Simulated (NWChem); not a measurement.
Molecule: ZnH$_{2}$SO; SMILES [OH][Zn][SH]

```xyz
5

Zn     0.0584     0.3831    -0.0085
O     -0.0604     2.1329     0.2473
H      0.2280     2.6754    -0.4932
S      0.1302    -1.7752    -0.2002
H      1.3494    -1.8556     0.3804
```
Atoms are numbered in this order, from 1.

Structure relaxed at the PBE0/def2-SVP level.

Problem. Give the principal values of the shielding tensors (ppm) of Zn1, O2, S4 from Hartree-Fock/6-31G* (spherical d), GIAO (NWChem), with their diamagnetic and paramagnetic parts as GIAO splits them.

Solution. 
```
atom     σ11     σ22     σ33  isotropic  diamagnetic  paramagnetic
----  ------  ------  ------  ---------  -----------  ------------
Zn1   1656.0  1677.1  2503.4     1945.5       2517.1        -571.6
O2     320.4   340.0   364.6      341.7        390.5         -48.8
S4     774.1   849.0  1011.9      878.3       1056.4        -178.0
```
